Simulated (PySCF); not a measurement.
Li (SMILES [Li+]), charge +1, singlet; PBE/STO-3G run with PySCF.

Here is a job for PySCF.
```python
from pyscf import gto, scf, dft

mol = gto.M(
    atom='''
Li    0.000000    0.000000    0.000000
''',
    basis='sto-3g',
    charge=1,
    spin=0,
    verbose=4,
)

mf = dft.RKS(mol)
mf.xc = 'pbe'
mf.diis = False
mf.damp = 0.3
mf.diis_start_cycle = 200
mf.max_cycle = 150
mf.kernel()
```

Problem. Write the output that PySCF gives for this input, abridged.

Solution. 
```
PySCF version 2.14.0

[INPUT] verbose = 4
[INPUT] num. atoms = 1
[INPUT] num. electrons = 2
[INPUT] charge = 1
[INPUT] spin (= nelec alpha-beta = 2S) = 0
[INPUT] symmetry False subgroup None
[INPUT] Mole.unit = angstrom
[INPUT] Symbol           X                Y                Z      unit          X                Y                Z       unit  Magmom
[INPUT]  1 Li     0.000000000000   0.000000000000   0.000000000000 AA    0.000000000000   0.000000000000   0.000000000000 Bohr   0.0

nuclear repulsion = 0
number of shells = 3
number of NR pGTOs = 15
number of NR cGTOs = 5
basis = sto-3g
ecp = {}

******** <class 'pyscf.dft.rks.RKS'> ********
method = RKS
initial guess = minao
damping factor = 0.3
level_shift factor = 0
DIIS disabled
SCF conv_tol = 1e-09
SCF conv_tol_grad = None
SCF max_cycles = 150
direct_scf = True
direct_scf_tol = 1e-13
XC library pyscf.dft.libxc version 7.1.2
    S. Lehtola, C. Steigemann, M. J. T. Oliveira, and M. A. L. Marques,  SoftwareX 7, 1–5 (2018)
XC functionals = pbe
    J. P. Perdew, K. Burke, and M. Ernzerhof,  Phys. Rev. Lett. 77, 3865 (1996)
    J. P. Perdew, K. Burke, and M. Ernzerhof,  Phys. Rev. Lett. 78, 1396 (1997)
    J. P. Perdew, K. Burke, and M. Ernzerhof,  Phys. Rev. Lett. 77, 3865 (1996)
    J. P. Perdew, K. Burke, and M. Ernzerhof,  Phys. Rev. Lett. 78, 1396 (1997)
radial grids:
    Treutler-Ahlrichs [JCP 102, 346 (1995); DOI:10.1063/1.469408] (M4) radial grids

becke partition: Becke, JCP 88, 2547 (1988); DOI:10.1063/1.454033
pruning grids: <function nwchem_prune>
grids dens level: 3
symmetrized grids: False
atomic radii adjust function: <function treutler_atomic_radii_adjust>
small_rho_cutoff = 0
Set gradient conv threshold to 3.16228e-05
Initial guess from minao.
tot grids = 13728
init E= -7.31737988164849
  HOMO = -1.77455257451082  LUMO = -0.0780016859905418  gap/eV = 46.16550
cycle= 1 E= -7.14854157542754  delta_E= 0.169  |g|= 0.0416  |ddm|= 1.11
  HOMO = -2.04563596811572  LUMO = -0.202675831324914  gap/eV = 50.14950
cycle= 2 E= -7.1489492956171  delta_E= -0.000408  |g|= 0.0101  |ddm|= 0.0242
  HOMO = -2.12312212500334  LUMO = -0.23780123110352  gap/eV = 51.30219
cycle= 3 E= -7.14897318035329  delta_E= -2.39e-05  |g|= 0.00265  |ddm|= 0.00576
  HOMO = -2.14547739975071  LUMO = -0.247787735415874  gap/eV = 51.63877
cycle= 4 E= -7.14897482109149  delta_E= -1.64e-06  |g|= 0.000709  |ddm|= 0.0015
  HOMO = -2.15195311155001  LUMO = -0.250639306057023  gap/eV = 51.73738
cycle= 5 E= -7.14897493866064  delta_E= -1.18e-07  |g|= 0.000191  |ddm|= 0.000401
  HOMO = -2.15383421009338  LUMO = -0.251456137890472  gap/eV = 51.76634
cycle= 6 E= -7.14897494718685  delta_E= -8.53e-09  |g|= 5.15e-05  |ddm|= 0.000108
  HOMO = -2.15438196094278  LUMO = -0.251690783047466  gap/eV = 51.77486
cycle= 7 E= -7.14897494780733  delta_E= -6.2e-10  |g|= 1.39e-05  |ddm|= 2.91e-05
  HOMO = -2.15461032375585  LUMO = -0.251787335773521  gap/eV = 51.77845
Extra cycle  E= -7.14897494785599  delta_E= -4.87e-11  |g|= 5.97e-07  |ddm|= 1.12e-05
converged SCF energy = -7.14897494785599
```
